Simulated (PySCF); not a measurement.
Give a PBE0-D3(BJ)/def2-SVP geometry of InChI=1S/Ge2H7PS/c1-4-2-3/h2-3H2,1H3.

```
atom  x, y, z in Å
P1    -1.836    0.222   -1.077
Ge2   -0.980   -0.433    0.985
S3     0.840    0.785    1.398
Ge4    1.985    0.402   -0.481
H5    -2.384    1.431   -0.551
H6    -3.052   -0.513   -0.910
H7    -1.918   -0.167    2.176
H8    -0.614   -1.929    0.908
H9     1.501    1.328   -1.609
H10    3.450    0.705   -0.131
H11    1.811   -1.070   -0.893
```

Orientation and origin are arbitrary. Atoms count from 1 in this order. Ge4 (germanium bonded to S and 3 H) is distorted tetrahedral (angles from 105.3° to 110.9°). Ge2 (germanium bonded to P, S and 2 H) is distorted tetrahedral (angles from 105.0° to 114.4°). P1 (three-coordinate phosphorus) is pyramidal (angles 93.8°, 93.7° and 93.1°, sum 280.5°, 0.87 Å off the plane of its three neighbours).

Bonds between heavy atoms (Å): P1–Ge2 2.327, Ge2–S3 2.229, S3–Ge4 2.233.

Theory: PBE0-D3(BJ)/def2-SVP geometry optimisation, gas phase in PySCF 2.14.0.

Point group: C1 (no symmetry element, even within 0.4 Å). No PBE0-D3(BJ)/def2-SVP frequencies stand behind this structure, so it isn't proved a minimum. The numbers are those of one conformer (H–P1–Ge2–S3 -76° and -170°, P1–Ge2–S3–Ge4 -53°).
